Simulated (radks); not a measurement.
Values are calculated unless marked as measured or tabulated.
Fractional charge and spin in the 5p shell of erbium: the spin-up occupation runs from 2 to 3 and the spin-down occupation from 2 to 3; the fullest corner is Er, [Kr] 4d10 4f(up 6, down 6) 5s2 6s2 5p(up 3, down 3). Code: a radial shooting solver on a logarithmic mesh with Libxc functionals. Model: scalar-relativistic Kohn-Sham, r2SCAN, spin-polarised, spherical densities, finite nucleus; meta-GGA in the generalised Kohn-Sham scheme; Fermi nuclear charge, rms radius of each element as measured or else 0.836 A^(1/3) + 0.57 fm. Energy (eV) minus the two flat planes that join the four corners (they meet along the diagonal where the two added fractions sum to one electron); zero is where a piecewise linear energy would lie.

down \ up,2,2.25,2.5,2.75,3
2,0.000,-1.108,-1.470,-1.097,0.000
2.25,-1.108,-1.375,-0.914,0.265,-0.983
2.5,-1.470,-0.914,0.353,-0.813,-1.297
2.75,-1.097,0.265,-0.813,-1.215,-0.961
3,0.000,-0.983,-1.297,-0.961,0.000

Corners above the fullest one (they belong to Er+ and the next ion): (up 3, down 2) 32.425 eV, (up 2, down 3) 32.425 eV, (up 2, down 2) 77.374 eV. With half an added electron in each spin the energy lies 0.353 eV from the planes, and with half an added electron in spin up alone -1.470 eV. The planes are only a guide here: the flat-plane condition holds for ground states with one frontier orbital, while this shell lies below other occupied shells, so the corners above the fullest one are inner-hole states and not the ground states of those ions.
